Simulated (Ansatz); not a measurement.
B (SMILES [B+]), charge +1, singlet; Ansatz (a quantum-chemistry and plane-wave program) with HF/def2-SV(P).

The Ansatz input:
Ansatz 0.2 input:
```yaml
crystal:
  periodic: [false, false, false]
  atoms:
    - {symbol: B, position_ang: [0.00000000, 0.00000000, 0.00000000]}
basis:
  gaussian:
    orbitals: def2-SV_P_.json
    point_charges:
      - {charge: 1.0, position_ang: [-2.5478, -0.6106, 1.4615]}
hamiltonian:
  xc: hf
total_charge: 1
```
The basis file holds def2-SV(P) in the JSON format of the Basis Set Exchange.

Output, abridged:

```
Functional definition: HF
73 factors; integrals over basis functions are off by at most 1.3e-4 eV
mean field evaluation 1: about -653.9073 eV, gradient 2.2e0 eV
mean field evaluation 2: about -653.9070 eV, gradient 2.1e0 eV
mean field evaluation 4: about -653.9331 eV, gradient 1.2e-2 eV
mean field -653.93298730 eV, -24.0315940317 hartree, gradient 1.5e-5 eV, S^2 0.000000; 0 other end points of the search recorded, 0 dependent functions left out
reference -653.93298730 eV, -24.0315940317 hartree; 2, 2 occupied and 12, 12 virtual orbitals, 73 factors
Total energy: -653.93298730 eV, -24.0315940317 hartree
```
